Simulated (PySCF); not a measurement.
A calculated (UHF, PySCF 2.14, aug-cc-pVQZ-DK, scalar relativity by spin-free X2C-1e) atom or ion has these occupied shells.

```json
{"shell": "1s", "electrons": "2", "orbital energy (eV)": "-9750.0", "rms radius, mean of both spins (bohr)": "0.0580"}
{"shell": "2s", "electrons": "2", "orbital energy (eV)": "-1253.8", "rms radius, mean of both spins (bohr)": "0.244"}
{"shell": "2p", "electrons": "6", "orbital energy (eV)": "-1085.4", "rms radius, mean of both spins (bohr)": "0.219"}
{"shell": "3s", "electrons": "2", "orbital energy (eV)": "-178.18", "rms radius, mean of both spins (bohr)": "0.733"}
{"shell": "3p", "electrons": "6", "orbital energy (eV)": "-126.14", "rms radius, mean of both spins (bohr)": "0.776"}
{"shell": "3d", "electrons": "10", "orbital energy (eV)": "-41.401", "rms radius, mean of both spins (bohr)": "0.981"}
```

Question: Name the element and its charge.

Answer: Zn²⁺ (zinc, charge +2), in [Ar] 3d10, closed-shell 1S.
